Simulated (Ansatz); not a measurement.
A nudged elastic band was laid between two geometries of C$_{2}$H$_{10}$OSi$_{2}$ (15 atoms, charge 0, multiplicity 1).

The calculation used RKS PBE0-D4/6-31G (Ansatz).

```json
{
 "movable images": "7",
 "climbing image": "yes",
 "spring": "5.0 eV/Å²",
 "optimiser": "quadratic models (default)",
 "start path": "IDPP",
 "force threshold": "0.05 eV/Å",
 "iteration limit": "10",
 "end points": "relaxed"
}
```

Image 0:

```xyz
15
Properties=species:S:1:pos:R:3
C -2.192 0.576 1.272
Si -0.720 1.321 0.332
O 0.734 0.400 0.580
C 0.911 -0.961 0.121
Si 1.982 -0.943 -1.483
H -1.991 0.552 2.347
H -2.405 -0.445 0.939
H -3.089 1.182 1.099
H -0.378 2.688 0.840
H -1.052 1.375 -1.142
H 1.434 -1.508 0.913
H -0.044 -1.478 -0.054
H 3.334 -0.365 -1.183
H 2.153 -2.341 -2.026
H 1.302 -0.101 -2.527
```

Image 8:

```xyz
15
Properties=species:S:1:pos:R:3
C -2.253 0.101 1.292
Si -1.129 1.043 0.084
O 0.553 0.750 0.410
C 1.187 -0.543 0.257
Si 2.177 -0.557 -1.398
H -2.059 0.414 2.323
H -2.094 -0.980 1.225
H -3.304 0.303 1.059
H -1.279 2.525 0.236
H -1.464 0.623 -1.329
H 1.870 -0.675 1.103
H 0.467 -1.374 0.289
H 2.816 -1.905 -1.626
H 1.242 -0.267 -2.539
H 3.249 0.492 -1.357
```

Question: Which bonds break or form, and what moves?

Answer: No bond is made or broken. The dihedral O3–C4–Si5–H13 goes from 62 to -178°. The two ends are copies of one structure, up to a mirror image or an exchange of like atoms.

Question: What energy profile does the band end with?

Answer: It converged. The highest image is number 4 of 0 to 8, 6.0 kJ/mol above the ends, which have the same energy within 2 meV. Another band between the same ends (7 images) ends at a top of the same energy, where a vibrational analysis finds 1 clearly imaginary mode. Limits of this set-up: no polarisation functions.

```csv
image,path coordinate (Å),energy (kJ/mol),dihedral O3–C4–Si5–H13 (°)
0,0.00,0.0,62
1,0.58,0.9,74
2,1.17,3.1,89
3,1.75,5.3,105
4,2.33,6.0,121
5,3.06,4.8,140
6,3.79,2.2,159
7,4.53,0.3,175
8,5.27,0.0,-178
```

Question: What is the geometry of the highest image?

Answer: 
```xyz
15
Properties=species:S:1:pos:R:3
C -2.261 0.181 1.183
Si -0.948 1.144 0.205
O 0.663 0.679 0.657
C 1.242 -0.606 0.348
Si 1.963 -0.675 -1.460
H -2.141 0.353 2.257
H -2.193 -0.895 0.997
H -3.263 0.512 0.888
H -1.010 2.610 0.505
H -1.152 0.902 -1.275
H 2.061 -0.754 1.057
H 0.526 -1.427 0.506
H 3.434 -0.994 -1.422
H 1.286 -1.735 -2.291
H 1.769 0.656 -2.127
```

The run took 13 min on 1 thread of Intel(R) Xeon(R) Processor @ 2.50GHz (Skylake/Cascade Lake), with other jobs on the host, peak memory 0.19 GiB.
